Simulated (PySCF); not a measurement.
Nuclear quadrupole coupling in `O=CN[SiH2][SiH3]`

CH7NOSi2.
Cartesian coordinates in Å at the GFN2-xTB level; atoms count from 1:
```
atom  x, y, z in Å
O1     0.6484    1.5395   -0.5853
C2     1.5571    0.7637   -0.3763
N3     1.4013   -0.4799    0.0735
Si4   -0.2174   -1.1385    0.4206
Si5   -1.6797    0.5715   -0.0946
H6     2.6053    1.0636   -0.5575
H7     2.2388   -1.0234    0.2048
H8    -0.1912   -2.3719   -0.3817
H9    -0.0422   -1.5855    1.8115
H10   -1.5755    1.7330    0.7835
H11   -1.7178    0.9149   -1.5132
H12   -3.0260    0.0122    0.1889
```

Field gradients from the PBE0/pcSseg-1 density (PySCF, non-relativistic), principal values in atomic units, ordered |Vxx| ≤ |Vyy| ≤ |Vzz|:

```
atom     Vxx     Vyy      Vzz
  O1  0.6301  0.7736  -1.4037
  N3  0.1323  0.5107  -0.6430
```

Find the asymmetry η = (Vxx − Vyy)/Vzz and the couplings χ = eQV/h (234.96 MHz × Q in barn × V in au), with Q(17O) = −0.0256 b, Q(14N) = 0.02044 b.

```json
{"atom": "O1", "environment": "amide oxygen", "nucleus": "17O", "η": "0.10", "χzz (MHz)": "8.44", "χxx (MHz)": "-3.79", "χyy (MHz)": "-4.65"}
{"atom": "N3", "environment": "amide nitrogen", "nucleus": "14N", "η": "0.59", "χzz (MHz)": "-3.088", "χxx (MHz)": "0.635", "χyy (MHz)": "2.453"}
```

What is Vzz at N3 in SI units (1 au = 9.71736 × 10²¹ V/m²)?

-0.6430 au = -6.248 × 10²¹ V/m².

And the gradient at the other heavy atoms, for which no coupling is worked out here?

| atom | environment | Vzz (au) | η |
| --- | --- | --- | --- |
| C2 | amide carbonyl carbon | 0.451 | 0.31 |
| Si4 | SiH2 silicon | 0.680 | 0.48 |
| Si5 | SiH3 silicon | -0.250 | 0.77 |

What couplings would deuterons (Q(2H) = 0.00286 b) have in place of the hydrogens, at this geometry?

```
atom  bonded to  bond length (Å)  Vzz (au)     η  χzz (kHz)
  H6         C2            1.105    0.2733  0.05        184
  H7         N3            1.007    0.4164  0.15        280
  H8        Si4            1.472    0.1565  0.04        105
  H9        Si4            1.471    0.1566  0.04        105
 H10        Si5            1.460    0.1682  0.04        113
 H11        Si5            1.460    0.1680  0.04        113
 H12        Si5            1.485    0.1479  0.02         99
```

The structure is a single GFN2-xTB conformer in the gas phase; no vibrational or solvent corrections. GFN2-xTB bond lengths can be off by several hundredths of an ångström, more for odd bonds, and the gradients follow them. These gradients aren't converged with respect to the basis.
